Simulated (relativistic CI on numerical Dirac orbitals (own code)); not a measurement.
**One change at a time: Nd XXVI**

Base calculation: Dirac-Coulomb-Breit CI, separate exchange-only KLI orbitals for each configuration, QED by a radiative potential, unscaled Slater integrals.

CI space (outside the closed core [Ar] 3d10): 4s2.4p5, 4s.4p6, 4s2.4p4.4d, 4s.4p5.4d, 4s2.4p4.4f, 4s.4p5.4f, 4p6.4d, 4s.4p4.4d2, 4s2.4p3.4d.4f, 4p6.4f, 4s2.4p4.5s, 4s2.4p4.5p, 4p6.5s, 4p5.4d.4f, 4s.4p4.4d.5s, 4s.4p4.4f2, 4s.4p5.5s, 4s2.4p4.5d, 4s2.4p3.4f.5s, 4s.4p5.5p, 4s2.4p4.5f, 4s2.4p4.5g, 4s.4p5.5d, 4s2.4p4.6s, 4s2.4p4.6p, 4p5.4f.5s, 4s.4p5.5f, 4s2.4p3.4d2, 4s2.4p2.4d3, 4s.4p3.4d3, 4s2.4p2.4d2.4f, 4s.4p3.4d2.4f, 4s2.4p2.4d2.5s, 4p5.4d2, 4p4.4d3, 4p4.4d2.4f, 4p4.4d2.5s, 4p5.4d.5s, 4p4.4d.4f.5s, 4p4.4d.5s2, 4s2.4p3.5s2, 4s2.4p2.4d.5s2, 4s.4p3.4d.5s2, 4s2.4p2.4f.5s2, 4s.4p3.4f.5s2. Double excitations out of closed p, d and f shells are left out; levels of such configurations are missing from the list, as are those of other unlisted configurations, and high levels can miss mixing partners. These lack a partner that the ground configuration has and come out too high: 4s2.4p4.5p, 4s.4p5.5s, 4s2.4p4.5d, 4s.4p5.5p, 4s2.4p4.5f.

Variants: (1) non-relativistic limit; (2) only the first 3 configurations. Shifts of the energy above 4s2.4p5 2P°_3/2, in cm⁻¹, for the lowest level and the first level of each name with at least 55 % of one term (blank where a level changes its place among those of its configuration and J or its character, or is not in the variant):

| Level | Base | Δ(1) | Δ(2) |
| --- | --- | --- | --- |
| 4s2.4p5 2P°_3/2 | 0 | 0 | 0 |
| 4s2.4p5 2P°_1/2 | 232659 | -232659 | +2409 |
| 4s.4p6 2S_1/2 | 737073 | -251113 | -219 |
| 4s2.4p4.4d 4F_9/2 | 873706 | -77258 | +1297 |
| 4s2.4p4.4d 4D_1/2 | 1015755 |  | +3986 |
| 4s2.4p4.4d 2G_7/2 | 1077409 | -245438 | +4930 |
| 4s2.4p4.4d 2G_9/2 | 1120999 | -289027 | +4801 |
| 4s2.4p4.4d 2S_1/2 | 1189242 | -237135 | +25264 |
| 4s.4p5.4d 4P°_1/2 | 1537085 | -293499 |  |
| 4s.4p5.4d 4P°_3/2 | 1553296 | -309710 |  |
| 4s.4p5.4d 4F°_7/2 | 1585496 | -311312 |  |
| 4s.4p5.4d 4F°_9/2 | 1604478 | -330294 |  |
| 4s2.4p3.4d2 4P°_1/2 | 1761692 |  |  |

At this charge energies of transitions that change n are usually good to better than 1 %, and those within a shell (Δn = 0) to a few per cent.

Ionisation energy from the two ground configurations alone: base 896.638 eV. The NIST ASD value (theoretical) is 896 eV.

LS names give the leading component of a level, which can be under half, so a name can repeat, a term be missing and a line seem to break the LS rules.
